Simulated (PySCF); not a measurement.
r2SCAN on Te⁻ (tellurium, charge -1), [Kr] 4d10 5s2 5p5, 2P determinant. All numbers are calculated (PySCF 2.14, the spin-free X2C one-electron Hamiltonian (Gaussian nucleus), in aug-cc-pwCVTZ-DK3 (10s9p7d4f1g, 109 functions)).

```
cycle= 1 E= -6793.57111207432  delta_E= -0.0128  |g|= 0.0468  |ddm|= 0.312
cycle= 2 E= -6793.57121728707  delta_E= -0.000105  |g|= 0.0309  |ddm|= 0.101
cycle= 3 E= -6793.57158102427  delta_E= -0.000364  |g|= 0.0201  |ddm|= 0.0628
cycle= 4 E= -6793.57167301238  delta_E= -9.2e-05  |g|= 0.00128  |ddm|= 0.0169
cycle= 5 E= -6793.57167490638  delta_E= -1.89e-06  |g|= 0.000501  |ddm|= 0.0054
cycle= 6 E= -6793.5716752441  delta_E= -3.38e-07  |g|= 7.41e-05  |ddm|= 0.00224
cycle= 7 E= -6793.57167525873  delta_E= -1.46e-08  |g|= 1.88e-05  |ddm|= 0.000653
cycle= 8 E= -6793.57167525988  delta_E= -1.15e-09  |g|= 2.5e-06  |ddm|= 0.000219
cycle= 9 E= -6793.57167525989  delta_E= -1.27e-11  |g|= 1.43e-07  |ddm|= 2.27e-05
converged SCF energy = -6793.57167525989  <S^2> = 0.75757363  2S+1 = 2.0075593
```

Highest occupied orbital energy: 0.580 eV; ⟨L²⟩ = 2.04; populations by l: s 10.00, p 23.00, d 20.00, f 0.00.

**Question.** Can this result be used?

**Answer.** With care. The run converged. At r2SCAN the highest occupied level has a positive energy, so only the finite basis holds that electron; in a semilocal or global hybrid functional this comes from self-interaction and does not mean that the real anion is unbound.
